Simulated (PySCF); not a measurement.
**TlO and its ions**

CAM-B3LYP; Tl def2-SVPD with ECP60, O def2-SVPD; scalar-relativistic core potentials (PySCF 2.14). Neutral (UKS): doublet (π ↑), Re = 2.214 Å, ωe = 452 cm⁻¹, De = 3.28 eV, HOMO -8.02 eV, LUMO -2.02 eV.

TlO⁻ (UKS): singlet (closed shell), Re = 2.015 Å, ωe = 625 cm⁻¹, De = 3.30 eV to Tl + O⁻. The energies at the minima are -247.56689 hartree for TlO and -247.63032 for TlO⁻.

Question: Work out the adiabatic electron affinity, without and with harmonic zero-point energies (1 hartree = 27.2114 eV, 1 eV = 8065.5 cm⁻¹), and the change of the bond length.

Answer: At CAM-B3LYP: 0.06343 hartree = 1.726 eV between the minima; the zero-point term (452.0 − 625.0)/2 cm⁻¹ = -0.011 eV makes it 1.715 eV. Re changes by -19.9 pm against the neutral. The electron enters a π orbital; the charge polarises the partner, so the anion is bound more strongly.

Spin–orbit coupling is left out, which matters for elements this heavy, above all for dissociation energies. For an ion De counts to the pair picked by the measured ionisation energies or electron affinities, which need not be the lowest pair at this level. States were picked by a PBE0 search and need not be the measured ground states.
